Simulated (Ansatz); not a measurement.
Reaction (atomization): `B[Si](C)(N)F` → B• + C• + F• + 7 H• + N• + Si•

Computed with Ansatz on PBE0-D4/def2-TZVP structures; ΔE is electronic, products minus reactants. CBS: MP2 limit from def2 TZ/QZ plus the TZ coupled-cluster correction, frozen cores. This one scheme is used for every species, atoms too. DFT in def2-TZVPP. B3LYP here is the variant with VWN-RPA as its local correlation; programs differ in this. No spin–orbit coupling; open shells (•) take unrestricted orbitals. Spin–orbit coupling would lower the free atoms: a little for B, C, F, Si. One conformer a species, not always the lowest.

`B[Si](C)(N)F`:

Z-matrix (Å, degrees):
```
Si
C 1 1.859
N 1 1.708 2 107.8
B 1 2.009 2 118.4 3 -119.4
F 1 1.618 2 106.0 3 121.6
H 2 1.094 1 111.1 3 -57.2
H 2 1.092 1 111.0 3 63.3
H 2 1.092 1 110.6 3 -176.6
H 3 1.007 1 122.8 2 29.3
H 3 1.007 1 121.8 2 -173.8
H 4 1.199 1 119.6 2 173.6
H 4 1.197 1 123.9 2 -4.3
```

```
             level  ΔE (kJ/mol)  difference from CCSD(T)/CBS
            PBE-D4       4448.3                         49.4
         r2SCAN-D4       4403.2                          4.3
           PBE0-D4       4389.1                         -9.8
          B3LYP-D4       4410.4                         11.5
           ωB97X-V       4419.4                         20.5
           ωB97M-V       4417.4                         18.5
               PBE       4425.5                         26.6
            r2SCAN       4397.5                         -1.4
             B3LYP       4373.7                        -25.2
     HF/def2-TZVPP       3288.8                      -1110.1
    MP2/def2-TZVPP       4339.6                        -59.3
   CCSD/def2-TZVPP       4231.0                       -167.9
CCSD(T)/def2-TZVPP       4281.6                       -117.3
     HF/def2-QZVPP       3297.6                      -1101.3
      HF/CBS(def2)       3299.0                      -1099.9
    CCSD/CBS(def2)       4348.3                        -50.6
       CCSD(T)/CBS       4398.9                            0
```

Largest T1 diagnostic among the species: 0.014.

In def2-TZVPP, CCSD(T) changes the Hartree–Fock value by +992.8 kJ/mol (the triples alone add +50.6 kJ/mol) and MP2 by +1050.8 kJ/mol; breaking electron pairs costs correlation energy, which Hartree–Fock lacks. The D4 term adds +36.7 kJ/mol with B3LYP and +19.3 kJ/mol with PBE0; it sums over pairs of atoms, weighted by their polarisabilities, and B3LYP, whose exchange is more repulsive, gets the larger term.

For atomizations the MP2-based limit and the directly extrapolated one differ by several kJ/mol either way, and by 10 to 25 for some Ge, Se and Sn compounds, so smaller differences from it don't rank the levels.
